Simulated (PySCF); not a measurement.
TeHF, SMILES F[TeH].

Geometry: r2SCAN-D4/def2-TZVP. The def2 effective core potentials stand for the cores of Te; spin–orbit coupling is left out.

Calculation: CAM-B3LYP/def2-TZVPD (PySCF).

Symmetry labels are those of the subgroup Cs that the program uses (full group Cs).

Computed valence orbital energies around the gap with their symmetry:
```tsv
orbital	symmetry	energy (eV)
HOMO−7	A'	-46.36
HOMO−6	A'	-33.64
HOMO−5	A'	-20.00
HOMO−4	A'	-14.23
HOMO−3	A'	-13.54
HOMO−2	A"	-13.44
HOMO−1	A'	-11.21
HOMO	A"	-8.00
LUMO	A'	-1.59
LUMO+1	A'	0.15
LUMO+2	A'	0.87
LUMO+3	A"	1.04
```
